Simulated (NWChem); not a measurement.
Program: NWChem. System: H$_{3}$AlO, charge 0, spin multiplicity 1, at a geometry optimised with PBE0/def2-SVP. The structure started from a generated list of species. Level: PBE/pcseg-1.

Input file:

```
start mol
memory heap 200 mb stack 900 mb global 1100 mb
geometry units angstroms nocenter noautoz
  Al     0.037603    -0.600723     0.000000
  H      1.491739    -1.241690     0.000000
  H     -1.306011    -1.433145     0.000000
  O     -0.153151     1.092640     0.000000
  H      0.550646     1.743115     0.000000
  symmetry group Cs
end
basis spherical
  * library pcseg-1
end
dft
  xc xpbe96 cpbe96
  semidirect memsize 60000000 filesize 0
  iterations 100
end
task dft energy
```

Output (cleaned and shortened):

```
             Northwest Computational Chemistry Package (NWChem) 7.3.0
             --------------------------------------------------------

                                NWChem Input Module
                                -------------------

 Scaling coordinates for geometry "geometry" by  1.889725989
 (inverse scale =  0.529177249)

 Turning off AUTOSYM since
 SYMMETRY directive was detected!

                             Geometry "geometry" -> ""
                             -------------------------

 Output coordinates in angstroms (scale by  1.889725989 to convert to a.u.)

  No.       Tag          Charge          X              Y              Z
 ---- ---------------- ---------- -------------- -------------- --------------
    1 Al                  13.0000     0.03760300    -0.60072300     0.00000000
    2 H                    1.0000     1.49173900    -1.24169000     0.00000000
    3 H                    1.0000    -1.30601100    -1.43314500     0.00000000
    4 O                    8.0000    -0.15315100     1.09264000     0.00000000
    5 H                    1.0000     0.55064600     1.74311500     0.00000000

 Effective nuclear repulsion energy (a.u.)      51.7705728686

            Nuclear Dipole moment (a.u.)
            ----------------------------
        X                 Y               Z
 ---------------- ---------------- ----------------
     0.0000094486     0.0000018897     0.0000000000

      Symmetry information
      --------------------

 Group name             Cs
 Group number              2
 Group order               2
 No. of unique centers     5

      Symmetry unique atoms

     1    2    3    4    5


 Summary of "ao basis" -> "" (spherical)
 ------------------------------------------------------------------------------
       Tag                 Description            Shells   Functions and Types
 ---------------- ------------------------------  ------  ---------------------
 *                          pcseg-1                   on all atoms

  pbe96 is a nonlocal functional; adding pw91lda local functional.

                                 NWChem DFT Module
                                 -----------------

 Summary of "ao basis" -> "ao basis" (spherical)
 ------------------------------------------------------------------------------
       Tag                 Description            Shells   Functions and Types
 ---------------- ------------------------------  ------  ---------------------
 Al                         pcseg-1                  8       18   4s3p1d
 H                          pcseg-1                  3        5   2s1p
 O                          pcseg-1                  6       14   3s2p1d

 Summary of "ao basis" -> "ao basis" (spherical)
 ------------------------------------------------------------------------------
       Tag                 Description            Shells   Functions and Types
 ---------------- ------------------------------  ------  ---------------------
 Al                         pcseg-1                  8       18   4s3p1d
 H                          pcseg-1                  3        5   2s1p
 O                          pcseg-1                  6       14   3s2p1d

      Symmetry analysis of basis
      --------------------------

        a'         35
        a"         12

            General Information
            -------------------
          SCF calculation type: DFT
          Wavefunction type:  closed shell.
          No. of atoms     :     5
          No. of electrons :    24
           Alpha electrons :    12
            Beta electrons :    12
          Charge           :     0
          Spin multiplicity:     1
          Use of symmetry is: on ; symmetry adaption is: on
          Maximum number of iterations: 100
          AO basis - number of functions:    47
                     number of shells:    23
          Convergence on energy requested:  1.00D-06
          Convergence on density requested:  1.00D-05
          Convergence on gradient requested:  5.00D-04

              XC Information
              --------------
          PerdewBurkeErnzerhof Exchange Functional  1.000
            Perdew 1991 LDA Correlation Functional  1.000 local
           PerdewBurkeErnz. Correlation Functional  1.000 non-local

             Grid Information
             ----------------
          Grid used for XC integration:  medium
          Radial quadrature: Mura-Knowles
          Angular quadrature: Lebedev.
          Tag              B.-S. Rad. Rad. Pts. Rad. Cut. Ang. Pts.
          ---              ---------- --------- --------- ---------
          Al                  1.25       88           9.0       590
          H                   0.35       45          11.0       434
          O                   0.60       49           9.0       434
          Grid pruning is: on
          Number of quadrature shells:   272
          Spatial weights used:  Erf1

          Convergence Information
          -----------------------
          Convergence aids based upon iterative change in
          total energy or number of iterations.
          Levelshifting, if invoked, occurs when the
          HOMO/LUMO gap drops below (HL_TOL):  1.00D-02
          DIIS, if invoked, will attempt to extrapolate
          using up to (NFOCK): 10 stored Fock matrices.

                    Damping( 0%)  Levelshifting(0.5)       DIIS
                  --------------- ------------------- ---------------
          dE  on:    start            ASAP                start
          dE off:    2 iters        100 iters           100 iters

      Screening Tolerance Information
      -------------------------------
          Density screening/tol_rho:  1.00D-10
          AO Gaussian exp screening on grid/accAOfunc:  14
          CD Gaussian exp screening on grid/accCDfunc:  20
          XC Gaussian exp screening on grid/accXCfunc:  20
          Schwarz screening/accCoul:  1.00D-08

      Superposition of Atomic Density Guess
      -------------------------------------

 Sum of atomic energies:        -318.08124254

      Non-variational initial energy
      ------------------------------

 Total energy =    -318.338636
 1-e energy   =    -543.514124
 2-e energy   =     173.404914
 HOMO         =      -0.359743
 LUMO         =      -0.004201

      Symmetry analysis of molecular orbitals - initial
      -------------------------------------------------

  Numbering of irreducible representations:

     1 a'          2 a"

  Orbital symmetries:

     1 a'          2 a'          3 a'          4 a'          5 a'
     6 a"          7 a'          8 a'          9 a'         10 a"
    11 a'         12 a'         13 a"         14 a'         15 a'
    16 a'         17 a'         18 a'         19 a"         20 a'
    21 a'         22 a'

------------------------------------------------------------
EAF file 0: "./mol.aoints.0" size=524288 bytes
------------------------------------------------------------
               write      read    awrite     aread      wait
               -----      ----    ------     -----      ----
     calls:        1         0         0         0         0
   data(b): 5.24e+05  0.00e+00  0.00e+00  0.00e+00
   time(s): 0.00e+00  0.00e+00  0.00e+00  0.00e+00  0.00e+00
rate(mb/s): 0.00e+00  0.00e+00
------------------------------------------------------------

   convergence    iter        energy       DeltaE   RMS-Dens  Diis-err    time
 ---------------- ----- ----------------- --------- --------- ---------  ------
 d= 0,ls=0.0,diis     1   -319.1708319151 -3.71D+02  3.63D-02  6.16D-01     0.3
 d= 0,ls=0.0,diis     2   -318.6867250666  4.84D-01  2.83D-02  4.91D+00     0.4
 d= 0,ls=0.0,diis     3   -319.2358591448 -5.49D-01  2.70D-03  2.02D-02     0.4
 d= 0,ls=0.0,diis     4   -319.2383463893 -2.49D-03  4.34D-04  1.04D-03     0.4
 d= 0,ls=0.0,diis     5   -319.2384551093 -1.09D-04  7.73D-05  2.58D-05     0.5
  Resetting Diis
 d= 0,ls=0.0,diis     6   -319.2384577060 -2.60D-06  2.60D-05  1.35D-06     0.5
 d= 0,ls=0.0,diis     7   -319.2384579050 -1.99D-07  1.10D-05  5.70D-08     0.6
 d= 0,ls=0.0,diis     8   -319.2384578839  2.11D-08  6.03D-06  2.81D-07     0.6

         Total DFT energy =     -319.238457883944
      One electron energy =     -545.643149509506
           Coulomb energy =      202.770902179368
    Exchange-Corr. energy =      -28.136783422387
 Nuclear repulsion energy =       51.770572868581

 Numeric. integr. density =       24.000002068672

     Total iterative time =      0.5s

                  Occupations of the irreducible representations
                  ----------------------------------------------

                     irrep           alpha         beta
                     --------     --------     --------
                     a'               10.0         10.0
                     a"                2.0          2.0

                       DFT Final Molecular Orbital Analysis
                       ------------------------------------

 Vector   10  Occ=2.000000D+00  E=-2.919469D-01  Symmetry=a'
              MO Center= -5.0D-01,  1.4D-01,  5.0D-16, r^2= 2.5D+00
   Bfn.  Coefficient  Atom+Function         Bfn.  Coefficient  Atom+Function
  ----- ------------  ---------------      ----- ------------  ---------------
    32      0.355859  4 O  px                33     -0.316272  4 O  py
    24     -0.277837  3 H  s                 35      0.245769  4 O  px
     8      0.233000  1 Al px                 9      0.213285  1 Al py
    36     -0.209968  4 O  py                25     -0.106946  3 H  s
     6     -0.104709  1 Al py                 5     -0.095371  1 Al px

 Vector   11  Occ=2.000000D+00  E=-2.789070D-01  Symmetry=a"
              MO Center= -1.3D-01,  9.8D-01,  1.0D-16, r^2= 9.2D-01
   Bfn.  Coefficient  Atom+Function         Bfn.  Coefficient  Atom+Function
  ----- ------------  ---------------      ----- ------------  ---------------
    34      0.610107  4 O  pz                37      0.457467  4 O  pz
    10      0.162724  1 Al pz                 7     -0.070387  1 Al pz
    13      0.059675  1 Al pz                15      0.048869  1 Al d -1

 Vector   12  Occ=2.000000D+00  E=-2.563078D-01  Symmetry=a'
              MO Center=  2.2D-01, -6.0D-01, -7.7D-16, r^2= 3.2D+00
   Bfn.  Coefficient  Atom+Function         Bfn.  Coefficient  Atom+Function
  ----- ------------  ---------------      ----- ------------  ---------------
    19      0.337309  2 H  s                 32     -0.288917  4 O  px
     8      0.280606  1 Al px                20      0.268085  2 H  s
    24     -0.265999  3 H  s                 35     -0.226906  4 O  px
    25     -0.212953  3 H  s                 33      0.162372  4 O  py
     5     -0.123502  1 Al px                36      0.116618  4 O  py

 Vector   13  Occ=0.000000D+00  E=-6.304480D-02  Symmetry=a"
              MO Center=  4.1D-02, -6.1D-01,  1.5D-14, r^2= 4.2D+00
   Bfn.  Coefficient  Atom+Function         Bfn.  Coefficient  Atom+Function
  ----- ------------  ---------------      ----- ------------  ---------------
    10      0.615578  1 Al pz                13      0.530342  1 Al pz
    37     -0.242449  4 O  pz                34     -0.230404  4 O  pz
     7     -0.195219  1 Al pz                15     -0.041827  1 Al d -1

 Vector   14  Occ=0.000000D+00  E=-1.773991D-02  Symmetry=a'
              MO Center=  2.7D-01,  3.1D-01, -2.8D-14, r^2= 5.3D+00
   Bfn.  Coefficient  Atom+Function         Bfn.  Coefficient  Atom+Function
  ----- ------------  ---------------      ----- ------------  ---------------
     4      0.865463  1 Al s                 12      0.608831  1 Al py
    31     -0.571024  4 O  s                 20     -0.391483  2 H  s
    11      0.178799  1 Al px                30     -0.159948  4 O  s
    25     -0.158477  3 H  s                  3      0.154318  1 Al s
    44      0.153717  5 H  s                  2     -0.151677  1 Al s

 Vector   15  Occ=0.000000D+00  E= 2.182175D-02  Symmetry=a'
              MO Center=  1.3D-01, -1.5D+00,  1.2D-14, r^2= 4.9D+00
   Bfn.  Coefficient  Atom+Function         Bfn.  Coefficient  Atom+Function
  ----- ------------  ---------------      ----- ------------  ---------------
     4      1.625176  1 Al s                 25     -1.151251  3 H  s
    20     -1.024907  2 H  s                 12     -0.893532  1 Al py
     9     -0.301262  1 Al py                 3      0.271996  1 Al s
    24     -0.240909  3 H  s                 19     -0.226436  2 H  s
     2     -0.156990  1 Al s                 16      0.091992  1 Al d  0

 center of mass
 --------------
 x =  -0.02846563 y =   0.01352537 z =   0.00000000

 moments of inertia (a.u.)
 ------------------
         126.830634166707           8.192625932245           0.000000000000
           8.192625932245          16.677482703347           0.000000000000
           0.000000000000           0.000000000000         143.508116870054

     Multipole analysis of the density
     ---------------------------------

     L   x y z        total         alpha         beta         nuclear
     -   - - -        -----         -----         ----         -------
     0   0 0 0     -0.000000    -12.000000    -12.000000     24.000000

     1   1 0 0      0.504433      0.252212      0.252212      0.000009
     1   0 1 0      0.116991      0.058494      0.058494      0.000002
     1   0 0 1     -0.000000     -0.000000     -0.000000      0.000000

     2   2 0 0    -16.666533    -16.261359    -16.261359     15.856185
     2   1 1 0      2.002592      2.167432      2.167432     -2.332273
     2   1 0 1      0.000000      0.000000      0.000000      0.000000
     2   0 2 0    -14.677605    -44.614164    -44.614164     74.550722
     2   0 1 1     -0.000000     -0.000000     -0.000000      0.000000
     2   0 0 2    -13.001477     -6.500739     -6.500739      0.000000

 Task  times  cpu:        0.6s     wall:        0.6s

 Total times  cpu:        0.6s     wall:        0.6s
```
